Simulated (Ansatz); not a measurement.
Stepwise reaction of `[F][Sn]([Cl])([Cl])[Br]` with hydrogen, as a gas-phase model of exchange steps in deposition or etching. ΔE in kJ/mol; ΔG adds harmonic PBE0-D4 terms to CCSD(T)/CBS, at 1 bar.

Program: Ansatz. Geometries: PBE0-D4/def2-TZVP. ΔE: electronic, gas phase. CCSD(T)/CBS adds triple-zeta CCSD(T) − MP2 to the extrapolated MP2 energy (def2 sets, frozen cores). This one scheme is used for every species. Functionals use def2-TZVPP. B3LYP here is the variant with VWN-RPA as its local correlation; programs differ in this. Elements past krypton have def2 core potentials. For Br, Sn outer-core shells are correlated without core-valence functions, which leaves a few kJ/mol of doubt a bond. Scalar relativity is left out up to krypton.

```tsv
step	reaction	PBE-D4	B3LYP-D4	ωB97M-V	CCSD(T)/CBS	ΔG(500 K)
1	`[F][Sn]([Cl])([Cl])[Br]` + H₂ → `[F][SnH]([Cl])[Br]` + HCl	57.3	58.0	54.1	58.6	50.8
2	`[F][SnH]([Cl])[Br]` + H₂ → `[F][SnH2][Br]` + HCl	67.8	68.1	64.8	69.5	62.1
```

(1) By hand: ΔE of the 2 steps together at CCSD(T)/CBS.

## Answers

(1) (58.6) + (69.5) = 128.1 kJ/mol, or 64.0 kJ/mol a step.

In ΔE each step is higher than the one before. All are uphill at CCSD(T)/CBS. ΔG lies between 50.8 and 62.1 kJ/mol a step. PBE-D4 differs from CCSD(T)/CBS by -1.7 to -1.3 kJ/mol a step. Isolated molecules leave out the surface, adducts and barriers. Largest T1 diagnostic: 0.012.
